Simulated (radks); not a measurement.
Results of a calculation; reference values are marked as such.
Problem. Hf54+, configuration [Ar] (the NIST ground configuration). Level of theory: non-relativistic Kohn-Sham, LDA (Slater exchange, Perdew-Wang correlation), spin-polarised, spherical densities, point nucleus; relativity is left out, which matters for an element this heavy (a radial shooting solver on a logarithmic mesh with Libxc functionals). Some entries of the table are withheld. Estimate them.

orbital,occ.,eigenvalue (hartree),r(max) (bohr)
1s,2,-2350.458,0.01397
2s,2,-496.5867,0.07582
2p,6,-482.6712,(1)
3s,2,(2),(3)
3p,6,-191.9318,(4)

Solution. 
(1) 2p r(max) (bohr): 0.05887
(2) 3s eigenvalue (hartree): -197.3557
(3) 3s r(max) (bohr): 0.1998
(4) 3p r(max) (bohr): 0.1870
